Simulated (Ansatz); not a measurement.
Start from `C[O][InH2]` and change one element to get `BOC`.

Ansatz, PBE0-D4/def2-TZVP geometries, multiplicity 1. 

Elements past krypton have def2 core potentials.

```csv
property,`C[O][InH2]`
HOMO energy (B3LYP/def2-TZVPP) / eV,-7.09
size of the dipole moment (PBE/def2-TZVPP) / D,1.38
zero-point energy (PBE0-D4/def2-TZVP) / kJ/mol,138.9
HOMO–LUMO gap (PBE/def2-TZVPP) / eV,3.68
LUMO energy (PBE0/def2-TZVPP) / eV,-1.52
HOMO energy (ωB97M-V/def2-TZVPP) / eV,-9.68
```

(1) Give the same properties after the change, and the shifts. (Best estimate.)

## Answers

(1) Computed: 
```
                                      property   `BOC`  shift
           HOMO energy (B3LYP/def2-TZVPP) / eV   -8.40  -1.31
size of the dipole moment (PBE/def2-TZVPP) / D    1.70   0.32
zero-point energy (PBE0-D4/def2-TZVP) / kJ/mol   167.5   28.6
           HOMO–LUMO gap (PBE/def2-TZVPP) / eV    5.76   2.08
            LUMO energy (PBE0/def2-TZVPP) / eV   -0.35   1.17
         HOMO energy (ωB97M-V/def2-TZVPP) / eV  -10.96  -1.28
```

With PBE0 the HOMO falls by 1.31 eV and the LUMO rises by 1.17 eV, so the gap widens by about 2.48 eV. PBE moves the HOMO by -1.21 eV and ωB97M-V by -1.28 eV. Dipoles are sizes alone; their direction can turn.

B3LYP here is the variant with VWN-RPA as its local correlation; programs differ in this.
